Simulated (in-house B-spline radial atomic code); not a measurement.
Ionising Ce5+ with different functionals

Computed with an all-electron radial atomic-structure program (B-spline basis): scalar-relativistic (spin-free X2C) Hamiltonian, Fermi nucleus of rms radius 4.8771 fm, spin-polarised at highest spin, spherical fractional occupations for the functionals, the average over the highest-spin determinants for Hartree-Fock. The ionisation energy is the difference of two self-consistent energies, [Kr] 4d10 5s2 5p5 → [Kr] 4d10 5s2 5p4, without Breit or QED terms; ε is the level of the shell that loses the electron (its least bound occupied spin orbital). There is no spin-orbit coupling in this Hamiltonian.

Hybrids are left out here: with spherical fractional occupations of an open shell their exact exchange keeps a self-interaction that integer-occupation calculations don't have.

```
           method          rung  ΔSCF (eV)  -ε(5p) (eV)
     Hartree-Fock  Hartree-Fock      78.00        78.49
         LDA VWN5           LDA      79.67        73.10
         LDA PW92           LDA      79.66        73.09
LDA exchange-only           LDA      77.81        71.34
              PBE           GGA      79.25        72.78
           PBEsol           GGA      79.32        72.84
             BLYP           GGA      79.12        72.60
             RPBE           GGA      79.15        72.72
             PW91           GGA      79.37        72.88
             BP86           GGA      79.44        72.93
             AM05           GGA      79.34        72.85
             OLYP           GGA      79.21        72.84
             TPSS      meta-GGA      79.29        72.87
             SCAN      meta-GGA      79.42        73.10
           r2SCAN      meta-GGA      79.38        73.09
          revTPSS      meta-GGA      79.29        72.90
```

How do they compare with the NIST value?

NIST lists 78 eV ± 1.2 (semi-empirical, ground level to ground level). Errors run from +0.21 to +2.07 eV; all lie within about twice that uncertainty, so the table can't rank the methods. Hartree-Fock also lacks correlation.
